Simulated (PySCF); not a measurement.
Gas-phase reaction: SiH2F2 + SiHBr3 ⇌ SiH3Br + Br2 + SiF2

Energies from PySCF, thermal terms from the rigid-rotor harmonic-oscillator model, ideal gas at 1 bar. Table values come from the NASA 1993 polynomials. After a fit of one offset per element over all species, the range-separated, M06-2X, PBE0/def2-QZVP and CCSD(T)/def2-TZVPP enthalpies, where run, lie to one side of the table for SiH2F2 (+16 kJ/mol), SiF2 (-43 kJ/mol): a fault of the table's entry, another state or a shared error of the levels is possible; this was not checked at source. † marks an energy on the PBE0/def2-TZVP geometry and frequencies. MP2 freezes the core. All species are closed-shell singlets. Br: all electrons, no relativistic terms. For this reaction the table lies outside the span of B3LYP, CCSD(T), M06-2X, MP2, PBE0, r2SCAN, ωB97M-V, ωB97X-V in their largest bases here; which side is off was not settled. MP2 isn't extrapolated to the basis-set limit. The table's entry may be an old estimate for SiH2F2, SiHBr3, SiH3Br, SiF2 (not checked at source).

BLYP/def2-TZVP† gives ΔH°(298 K) = 332.1 kJ.

Question: What does MP2/def2-TZVPP† give, and where does the table lie?

Answer: MP2/def2-TZVPP†: 438.8 kJ. Table: 458.5 kJ.
